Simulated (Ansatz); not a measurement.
The same path of CH₂BOSi (6 atoms, charge -1, multiplicity 1) was run 3 times with different band settings. Lost on the way: Si2–B4, B4–H6. Made: Si2–H6.

The calculation used RKS BLYP-D4/def2-SVP in Ansatz 0.2.0.

Relaxed end points:

```xyz
6
Properties=species:S:1:pos:R:3
O -1.128 -2.456 0.101
Si -0.608 -0.967 0.018
C 0.841 0.081 0.106
B -0.377 0.930 -0.148
H 1.924 0.298 0.231
H -0.652 2.114 -0.308
```

```xyz
6
Properties=species:S:1:pos:R:3
O -1.131 -1.963 0.050
Si -0.720 -0.446 -0.052
C 0.875 0.349 0.083
B 1.049 1.803 -0.044
H 1.758 -0.295 0.270
H -1.832 0.553 -0.307
```

Common settings: spring 5.0 eV/Å²; start path through a guess of the saddle point; force threshold 0.05 eV/Å; end points relaxed.

| run | movable images | climbing image | optimiser | iteration limit | largest step |
| --- | --- | --- | --- | --- | --- |
| 1 | 9 | yes | quadratic models (default) | 58 | default |
| 2 | 9 | yes | lbfgs | 60 | 0.5 Å |
| 3 | 4 | no | quadratic models (default) | 60 | default |

What does each run give, and how far can it be trusted?

Run 1: converged after 7 iterations, highest image 1.913 eV above the first end. A vibrational analysis at the climbing image gives one clearly imaginary mode, 576i cm⁻¹: a first-order saddle point.
Run 2: converged after 28 iterations, highest image 1.912 eV above the first end. Another band between the same ends (9 images) ends at a top of the same energy, where a vibrational analysis finds 1 clearly imaginary mode.
Run 3: converged after 7 iterations, highest image 1.824 eV above the first end. No image climbed, so the highest image needn't sit at the top of the path.
The orbitals stay closed-shell, which can raise the energy where a bond breaks towards radicals; this wasn't checked here. Limits of this set-up: an anion without diffuse functions, the dipole of an ion depends on the origin.
